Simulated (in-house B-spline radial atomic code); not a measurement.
Ga⁺. Computed with a B-spline radial atomic code. Model: non-relativistic spherical atom: semilocal Troullier-Martins pseudo-atom, one channel per l, against all electrons, high spin, G0W0 and RPA with empty states to l = 8, local potential for every l without a channel, a model core (radius 0 = none) keeps its share of the functional.

What the tables leave out is listed at the end.

The pseudopotential gives back the lowest level of each angular momentum of its own functional in the configuration it was made in; a second state of the same l is only approximately right. Exact exchange, RPA and GW see the smooth pseudo-orbitals and miss the exchange with the core, for which the functional's share stands in. The column with an uncorrelated core keeps all orbitals and exact exchange, and so separates missing core correlation from pseudisation. Only the three outermost levels and the lowest empty one were computed. RPA here is direct RPA, with no exchange kernel, and its energies carry an (l + 1/2)⁻⁴ tail. A hybrid on a potential with a model core restores only its own semilocal share of the core's exchange.

Command:
```bash
python run_psgw.py task.json out
```
Settings (lengths in bohr, energies in hartree):
```
Z                      31
electrons              30
configuration          [Ar] 3d10 4s2
generated_in           [Ar] 3d10 4s2
functional             lda,vwn
core_shells            3
radius_factor          1
core_correction        True
ion_configuration      [Ar] 3d10 4s1
```

Time taken, with all properties: 63 s on 1 thread of Arm Neoverse N1, on a shared host.

Given: made with LDA VWN5; model core radius 0.304 bohr; local radius 0.719 bohr; mean-field start LDA VWN5.

Valence shells of the generating configuration: 3s, 3p, 3d, 4s.

Channel: s 0.577, p 0.565, d 1.59 (radii in bohr).

Computed: largest level miss in the spin-unpolarised generating configuration 0.087 eV; valence RPA correlation energy all-electron orbitals -1.5007 hartree; all-electron RPA polarisability, core included 14.387 bohr³; ionisation by mean-field all-electron 20.794 eV; ionisation by mean-field pseudo minus all 0.109 eV; ionisation by RPA all-electron 20.59 eV; ionisation by RPA pseudo minus all 0.121 eV.

```json
{"level": "4s", "occupied": "1", "mean-field all-electron (eV)": "-16.356", "mean-field pseudo minus all (eV)": "-0.087", "G0W0 all-electron (eV)": "-20.524", "G0W0 uncorrelated core minus all (eV)": "0.006", "G0W0 pseudo minus all (eV)": "-0.133", "exchange self-energy all-electron (eV)": "-14.461", "exchange self-energy pseudo (eV)": "-13.895"}
{"level": "4p (empty)", "occupied": "0", "mean-field all-electron (eV)": "-9.3227", "mean-field pseudo minus all (eV)": "-0.019", "G0W0 all-electron (eV)": "-6.0903", "G0W0 uncorrelated core minus all (eV)": "0.006", "G0W0 pseudo minus all (eV)": "0.004", "exchange self-energy all-electron (eV)": "-4.0558", "exchange self-energy pseudo (eV)": "-3.6882"}
```

Task: What is the pseudo-atom RPA polarisability?

Result: 14.2 bohr³.

Task: What is the valence RPA correlation energy pseudo?

Result: -1.3193 hartree.

Given: mean-field start PBE0.

Computed: valence RPA correlation energy all-electron orbitals -1.4334 hartree; valence RPA correlation energy pseudo -1.2608 hartree; pseudo-atom RPA polarisability 13.482 bohr³; ionisation by mean-field all-electron 20.095 eV; ionisation by RPA all-electron 20.417 eV; ionisation by RPA pseudo minus all 0.074 eV.

| level | occupied | mean-field all-electron (eV) | mean-field pseudo minus all (eV) | G0W0 all-electron (eV) | G0W0 uncorrelated core minus all (eV) | G0W0 pseudo minus all (eV) | exchange self-energy all-electron (eV) | exchange self-energy pseudo (eV) |
| --- | --- | --- | --- | --- | --- | --- | --- | --- |
| 4s | 1 | -16.922 | 0.006 | -20.399 | 0.006 | -0.054 | -14.087 | -13.469 |
| 3d | 1 | -31.403 | -0.297 | -37.068 | 0.094 | -0.281 | -57.677 | -51.121 |
| 4p (empty) | 0 | -8.2048 | -0.002 | -6.1214 | 0.005 | 0.001 | -3.6334 | -3.3031 |

Task: What is the all-electron RPA polarisability, core included?

Result: 13.449 bohr³.

Task: What is the ionisation by mean-field pseudo minus all?

Result: -0.003 eV.

Among the listed levels the largest G0W0 shift of the pseudo-atom is -0.28 eV, for 3d on the PBE0 start, while leaving the core uncorrelated moves that level by +0.09 eV. So pseudisation and the lost core exchange, not the missing core correlation, make the error. Not in the tables (levels of low weight, unsolved or above zero; the highest and the empty levels are kept at any weight): on LDA the G0W0 levels 3d (pseudo minus all -0.31 eV, weights 0.71 and 0.71), 3p (pseudo minus all -0.39 eV, weights 0.20 and 0.25); on PBE0 the G0W0 levels 3p (pseudo minus all -0.54 eV, weights 0.47 and 0.48); no Hartree-Fock pseudo-atom is run with a model core.
